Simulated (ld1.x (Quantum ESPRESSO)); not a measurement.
PBEsol ultrasoft dataset for silver, scalar-relativistic all-electron reference.

Input for ld1.x (Quantum ESPRESSO) 7.5:

```
&input
   title='Ag', zed=47., rel=1, dft='PBESOL', iswitch=3,
   config='[Kr] 4d9 5s2 5p0',
   nld=3, rlderiv=1.75, eminld=-9.0, emaxld=5.0, deld=0.04
 /
 &inputp
   pseudotype=3, tm=.true., lloc=-1, rcloc=0.95,
   nlcc=.false.,
   which_augfun='PSQ', rmatch_augfun_nc=.true.,
   file_pseudopw='Ag.UPF', file_wfcaegen='ae.wfc', file_wfcncgen='nc.wfc', file_beta='beta', file_chi='chi', file_wfcusgen='us.wfc'
 /
6
4S  1  0   2.00   0.00  1.40  1.60  0.0
5S  2  0   2.00   0.00  1.40  1.60  0.0
4P  2  1   6.00   0.00  1.35  1.55  0.0
5P  3  1   0.00   0.00  1.35  1.55  0.0
4D  3  2   9.00   0.00  1.05  1.20  0.0
4D  3  2   0.00  -0.30  1.05  1.20  0.0
 &test
   configts(1)='4s2 4p6 4d9 5s2 5p0'
 /
```

Command:

```bash
ld1.x < Ag.in > Ag.out
```

Output (shortened: banner, matrices, multipoles, cross overlaps and the repeated all-electron block are left out):

```
Program LD1 v.7.5
     --------------------------- All-electron run ----------------------------

     Ag
     scalar relativistic calculation

     atomic number is 47.00
     dft =PBESOL   lsd =0 sic =0 latt =0  beta=0.20 tr2=1.0E-14
     Exchange-correlation= PBESOL
                           (   1   4  10   8   0   0   0)
     mesh =1237 r(mesh) =  99.46963 a.u. xmin = -7.00 dx = 0.01250
     1 Ry =  13.60569312 eV, c = 137.03599908

     n l     nl                  e(Ry)          e(Ha)          e(eV)
     1 0     1S 1( 2.00)     -1861.0296      -930.5148    -25320.5977
     2 0     2S 1( 2.00)      -274.3138      -137.1569     -3732.2297
     2 1     2P 1( 6.00)      -246.1294      -123.0647     -3348.7611
     3 0     3S 1( 2.00)       -50.5370       -25.2685      -687.5905
     3 1     3P 1( 6.00)       -41.2819       -20.6410      -561.6689
     4 0     4S 1( 2.00)        -7.2836        -3.6418       -99.0984
     4 1     4P 1( 6.00)        -4.5925        -2.2962       -62.4840
     3 2     3D 1(10.00)       -26.6776       -13.3388      -362.9675
     4 2     4D 1( 9.00)        -0.7871        -0.3935       -10.7086
     5 0     5S 1( 2.00)        -0.4111        -0.2055        -5.5929
     5 1     5P 1( 0.00)        -0.0876        -0.0438        -1.1924

     final scf error:  8.6E-15 reached in  31 iterations

     Etot =  -10626.712334 Ry,   -5313.356167 Ha, -144583.786920 eV

     Ekin =   11039.375970 Ry,    5519.687985 Ha,  150198.361719 eV
     Encl =  -25679.145124 Ry,  -12839.572562 Ha, -349382.568222 eV
     Eh   =    4305.646558 Ry,    2152.823279 Ha,   58581.305765 eV
     Exc  =    -292.589738 Ry,    -146.294869 Ha,   -3980.886182 eV

     normalization and overlap integrals

     s(1S/1S) =  1.000000  <r> =   0.0311  <r2> =    0.0013  r(max) =   0.0202
     s(2S/2S) =  1.000000  <r> =   0.1350  <r2> =    0.0215  r(max) =   0.1136
     s(2P/2P) =  1.000000  <r> =   0.1177  <r2> =    0.0169  r(max) =   0.0907
     s(3S/3S) =  1.000000  <r> =   0.3688  <r2> =    0.1556  r(max) =   0.3328
     s(3P/3P) =  1.000000  <r> =   0.3678  <r2> =    0.1571  r(max) =   0.3246
     s(4S/4S) =  1.000000  <r> =   0.9092  <r2> =    0.9369  r(max) =   0.8186
     s(4P/4P) =  1.000000  <r> =   0.9954  <r2> =    1.1359  r(max) =   0.8714
     s(3D/3D) =  1.000000  <r> =   0.3459  <r2> =    0.1425  r(max) =   0.2725
     s(4D/4D) =  1.000000  <r> =   1.3552  <r2> =    2.2480  r(max) =   1.0252
     s(5S/5S) =  1.000000  <r> =   2.9443  <r2> =   10.0295  r(max) =   2.3985
     s(5P/5P) =  1.000000  <r> =   4.5243  <r2> =   24.7322  r(max) =   3.3196

     ------------------------ End of All-electron run ------------------------

     --------------------- Generating US pseudopotential ---------------------

      Generating local potential from pseudized AE potential:
      Matching radius rcloc =   0.9500

      Local pseudo, rcloc= 0.951 Estimated cut-off energy=    27.56 Ry
      Wfc-us  4S rcutus= 1.608  Estimated cut-off energy=    21.81 Ry
      Wfc-us  5S rcutus= 1.608  Estimated cut-off energy=    44.38 Ry
      Wfc-us  4P rcutus= 1.568  Estimated cut-off energy=    34.67 Ry
      Wfc-us  5P rcutus= 1.568  Estimated cut-off energy=    63.78 Ry
      Wfc-us  4D rcutus= 1.191  Estimated cut-off energy=    79.54 Ry
      Wfc-us  4D rcutus= 1.191  Estimated cut-off energy=    80.65 Ry

     Q pseudized with Bessel functions
     Expected ecutrho=     376.1979 due to l1=  2   l2=  2

     ------------------- End of pseudopotential generation -------------------

     Computing logarithmic derivative in   1.74390
     Computing logarithmic derivative in   1.74390
     Computing the partial wave expansion
     R is outside the sphere for l=    0 j= 0.00
     R is outside the sphere for l=    0 j= 0.00
     R is outside the sphere for l=    1 j= 0.00
     R is outside the sphere for l=    1 j= 0.00
     R is outside the sphere for l=    2 j= 0.00
     R is outside the sphere for l=    2 j= 0.00

     ---------------------- Testing the pseudopotential ----------------------

     Ag
     scalar relativistic calculation

     atomic number is 47.00   valence charge is 19.00
     dft =PBESOL   lsd =0 sic =0 latt =0  beta=0.20 tr2=1.0E-14
     mesh =1237 r(mesh) =  99.46963 xmin = -7.00 dx = 0.01250

     n l     nl             e AE (Ry)        e PS (Ry)    De AE-PS (Ry)
     1 0     4S   1( 2.00)       -7.28360       -7.28357       -0.00002
     2 1     4P   1( 6.00)       -4.59249       -4.59248       -0.00002
     3 2     4D   1( 9.00)       -0.78707       -0.78708        0.00000
     2 0     5S   1( 2.00)       -0.41107       -0.41106       -0.00000
     3 1     5P   1( 0.00)       -0.08764       -0.08764       -0.00000

     eps = 3.2E-15  iter = 18

     Etot =  -10626.712334 Ry,   -5313.356167 Ha, -144583.786920 eV
     Etotps =  -296.437143 Ry,    -148.218571 Ha,   -4033.232792 eV

     Ekin =     109.505395 Ry,      54.752698 Ha,    1489.896804 eV
     Encl =    -700.708317 Ry,    -350.354159 Ha,   -9533.622334 eV
     Ehrt =     254.800897 Ry,     127.400449 Ha,    3466.742814 eV
     Ecxc =     -27.043255 Ry,     -13.521627 Ha,    -367.942228 eV
     Epseu=      67.008137 Ry,      33.504069 Ha,     911.692152 eV

     ---------------------- End of pseudopotential test ----------------------
```

Note: ghost state, extra bound levels that the all-electron valence spectrum of the same l lacks: s at -61.9 eV (p not tested). A true bound ghost makes a file unfit for plane-wave use. Its overlap operator is not positive definite in a basis up to 400 Ry (lowest eigenvalue p -0.15), so the file is unfit for use: the generalised eigenproblem breaks down once the basis is large enough, and its test numbers describe a broken file.

Generation and configuration tests took about 2.7 s on one core of a shared server CPU.

Transferability test of the new file with ld1.x, input:

```
&input
   title='Ag', zed=47., rel=1, dft='PBESOL', iswitch=2,
   config='[Kr] 4d9 5s2 5p0'
 /
 &test
   file_pseudo='Ag.UPF', nconf=8,
   configts(1)='4s2 4p6 4d9 5s2 5p0',
   configts(2)='4s2 4p6 4d10 5s1 5p0',
   configts(3)='4s2 4p6 4d10 5s0 5p0',
   configts(4)='4s2 4p6 4d9 5s0 5p0',
   configts(5)='4s2 4p5 4d10 5s1 5p0',
   configts(6)='4s2 4p6 4d10 5s0 5p1',
   configts(7)='4s2 4p6 4d9 5s1 5p0',
   configts(8)='4s2 4p6 4d7 5s0 5p0'
 /
```

```bash
ld1.x < Ag.test.in > Ag.test.out
```

Pseudopotential blocks of its output, shortened (energy terms left out):

```
     ---------------------- Testing the pseudopotential ----------------------

     n l     nl             e AE (Ry)        e PS (Ry)    De AE-PS (Ry)
     1 0     4S   1( 2.00)       -7.28360       -7.28357       -0.00002
     2 1     4P   1( 6.00)       -4.59249       -4.59248       -0.00002
     3 2     4D   1( 9.00)       -0.78707       -0.78708        0.00000
     2 0     5S   1( 2.00)       -0.41107       -0.41106       -0.00000
     3 1     5P   1( 0.00)       -0.08764       -0.08764       -0.00000

     eps = 2.5E-15  iter = 15

     Etot =  -10626.712334 Ry,   -5313.356167 Ha, -144583.786920 eV
     Etotps =  -296.437142 Ry,    -148.218571 Ha,   -4033.232791 eV

     ---------------------- End of pseudopotential test ----------------------

          ---------------------- Testing the pseudopotential ----------------------

     n l     nl             e AE (Ry)        e PS (Ry)    De AE-PS (Ry)
     1 0     4S   1( 2.00)       -6.98002       -6.98146        0.00144
     2 1     4P   1( 6.00)       -4.30063       -4.30134        0.00071
     3 2     4D   1(10.00)       -0.54776       -0.54773       -0.00003
     2 0     5S   1( 1.00)       -0.32490       -0.32468       -0.00022
     3 1     5P   1( 0.00)       -0.04913       -0.04903       -0.00010

     eps = 7.4E-15  iter = 24

     Etot =  -10627.010055 Ry,   -5313.505027 Ha, -144587.837622 eV
     Etotps =  -296.734847 Ry,    -148.367424 Ha,   -4037.283269 eV
     dEtot_ae =      -0.297721 Ry
     dEtot_ps =      -0.297705 Ry,   Delta E=      -0.000016 Ry

     ---------------------- End of pseudopotential test ----------------------

          ---------------------- Testing the pseudopotential ----------------------

     n l     nl             e AE (Ry)        e PS (Ry)    De AE-PS (Ry)
     1 0     4S   1( 2.00)       -7.58383       -7.58657        0.00274
     2 1     4P   1( 6.00)       -4.90698       -4.90858        0.00161
     3 2     4D   1(10.00)       -1.14970       -1.15004        0.00034
     2 0     5S   1( 0.00)       -0.82558       -0.82547       -0.00012
     3 1     5P   1( 0.00)       -0.45342       -0.45310       -0.00032

     eps = 1.5E-15  iter = 17

     Etot =  -10626.440783 Ry,   -5313.220392 Ha, -144580.092288 eV
     Etotps =  -296.165649 Ry,    -148.082825 Ha,   -4029.538938 eV
     dEtot_ae =       0.271550 Ry
     dEtot_ps =       0.271493 Ry,   Delta E=       0.000057 Ry

     ---------------------- End of pseudopotential test ----------------------

          ---------------------- Testing the pseudopotential ----------------------

     n l     nl             e AE (Ry)        e PS (Ry)    De AE-PS (Ry)
     1 0     4S   1( 2.00)       -8.63571       -8.63951        0.00380
     2 1     4P   1( 6.00)       -5.94656       -5.94904        0.00248
     3 2     4D   1( 9.00)       -2.12305       -2.12355        0.00049
     2 0     5S   1( 0.00)       -1.52198       -1.52226        0.00028
     3 1     5P   1( 0.00)       -1.04282       -1.04209       -0.00073

     eps = 9.2E-15  iter = 17

     Etot =  -10624.815478 Ry,   -5312.407739 Ha, -144557.978886 eV
     Etotps =  -294.539777 Ry,    -147.269889 Ha,   -4007.417824 eV
     dEtot_ae =       1.896856 Ry
     dEtot_ps =       1.897365 Ry,   Delta E=      -0.000510 Ry

     ---------------------- End of pseudopotential test ----------------------

          ---------------------- Testing the pseudopotential ----------------------

     n l     nl             e AE (Ry)        e PS (Ry)    De AE-PS (Ry)
     1 0     4S   1( 2.00)       -8.02134       -8.03831        0.01697  !
     2 1     4P   1( 5.00)       -5.32050       -5.33202        0.01152  !
     3 2     4D   1(10.00)       -1.47862       -1.47902        0.00040
     2 0     5S   1( 1.00)       -0.94823       -0.94939        0.00116
     3 1     5P   1( 0.00)       -0.53518       -0.53206       -0.00312

     eps = 8.3E-15  iter = 19

     Etot =  -10622.218415 Ry,   -5311.109207 Ha, -144522.644035 eV
     Etotps =  -291.934407 Ry,    -145.967203 Ha,   -3971.969951 eV
     dEtot_ae =       4.493919 Ry
     dEtot_ps =       4.502736 Ry,   Delta E=      -0.008817 Ry

     ---------------------- End of pseudopotential test ----------------------

          ---------------------- Testing the pseudopotential ----------------------

     n l     nl             e AE (Ry)        e PS (Ry)    De AE-PS (Ry)
     1 0     4S   1( 2.00)       -7.12957       -7.13445        0.00488
     2 1     4P   1( 6.00)       -4.45148       -4.45464        0.00316
     3 2     4D   1(10.00)       -0.69492       -0.69565        0.00074
     2 0     5S   1( 0.00)       -0.42467       -0.42486        0.00019
     3 1     5P   1( 1.00)       -0.12339       -0.12330       -0.00009

     eps = 6.6E-15  iter = 16

     Etot =  -10626.721252 Ry,   -5313.360626 Ha, -144583.908255 eV
     Etotps =  -296.445938 Ry,    -148.222969 Ha,   -4033.352456 eV
     dEtot_ae =      -0.008918 Ry
     dEtot_ps =      -0.008795 Ry,   Delta E=      -0.000123 Ry

     ---------------------- End of pseudopotential test ----------------------

          ---------------------- Testing the pseudopotential ----------------------

     n l     nl             e AE (Ry)        e PS (Ry)    De AE-PS (Ry)
     1 0     4S   1( 2.00)       -7.91671       -7.91795        0.00124
     2 1     4P   1( 6.00)       -5.22682       -5.22766        0.00084
     3 2     4D   1( 9.00)       -1.41528       -1.41554        0.00026
     2 0     5S   1( 1.00)       -0.93976       -0.93984        0.00007
     3 1     5P   1( 0.00)       -0.53214       -0.53202       -0.00012

     eps = 5.7E-15  iter = 17

     Etot =  -10626.042498 Ry,   -5313.021249 Ha, -144574.673336 eV
     Etotps =  -295.767156 Ry,    -147.883578 Ha,   -4024.117167 eV
     dEtot_ae =       0.669836 Ry
     dEtot_ps =       0.669986 Ry,   Delta E=      -0.000150 Ry

     ---------------------- End of pseudopotential test ----------------------

          ---------------------- Testing the pseudopotential ----------------------

     n l     nl             e AE (Ry)        e PS (Ry)    De AE-PS (Ry)
     1 0     4S   1( 2.00)      -11.10688      -11.11630        0.00942  !
     2 1     4P   1( 6.00)       -8.37743       -8.38448        0.00706  !
     3 2     4D   1( 7.00)       -4.40111       -4.40092       -0.00018
     2 0     5S   1( 0.00)       -3.15075       -3.15045       -0.00031
     3 1     5P   1( 0.00)       -2.49306       -2.48876       -0.00429

     eps = 9.7E-15  iter = 35

     Etot =  -10618.356719 Ry,   -5309.178360 Ha, -144470.102990 eV
     Etotps =  -288.079643 Ry,    -144.039821 Ha,   -3919.523213 eV
     dEtot_ae =       8.355615 Ry
     dEtot_ps =       8.357500 Ry,   Delta E=      -0.001885 Ry

     ---------------------- End of pseudopotential test ----------------------
```
